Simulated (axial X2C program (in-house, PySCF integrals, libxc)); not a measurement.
**Potential curves of RuC, without spin–orbit coupling**

Computed with an in-house relativistic program for diatomic molecules. Spin-free means the one-electron spin-free X2C Hamiltonian. Basis: Ru dyall-cv3z [12s12p8d5f3g], C dyall-v3z [7s6p2d1f] (cores contracted in-house); Gaussian nuclei, density fitting, unrestricted open shells. Masses: Ru 101.904 u, C 12.000 u.

State: M_S = 0, Λ = 0 (closed shell). Energies in eV from the fragments at the same level (Ru + C). Fits are polynomials in 1 − R0/R over 0.85 to 1.23 times the lowest point R0.

| R (Å) | PBE0 |
| --- | --- |
| 1.4007 | -4.8431 |
| 1.4651 | -5.6250 |
| 1.5134 | -5.9309 |
| 1.5617 | -6.0508 |
| 1.6100 | -6.0237 |
| 1.6663 | -5.8491 |
| 1.7227 | -5.5584 |
| 1.7952 | -5.0664 |
| 1.8837 | -4.3550 |
| 2.0125 | -3.2277 |

One determinant describes the state; a PBE0 search over occupations chose it and may have missed a lower one. Closed shells are restricted here (equal orbitals for both partners); the stretched side of such a curve lies too high. De is counted from the lowest determinant-based energies of the atoms at the same level, without counterpoise correction. Other states lie close and PBE0, whose exact exchange favours high spin, may order them wrongly; the determinant shown need not be the ground state. The nearest other spin-free determinant of the search, M_S = 1, Λ = 2, lies 0.07 eV up at the distance of the search. Without a current term, density functionals place determinants with orbital angular momentum somewhat too high. With spin–orbit coupling the lowest determinant has another configuration, so this spin-free state is a model.

Q: What are Re, ωe and De at the PBE0 level?

A: At PBE0, spin-free: Re = 1.576 Å, ωe ≈ 1220 cm⁻¹, De = 6.06 eV to Ru + C; Be follows as 0.633 cm⁻¹.
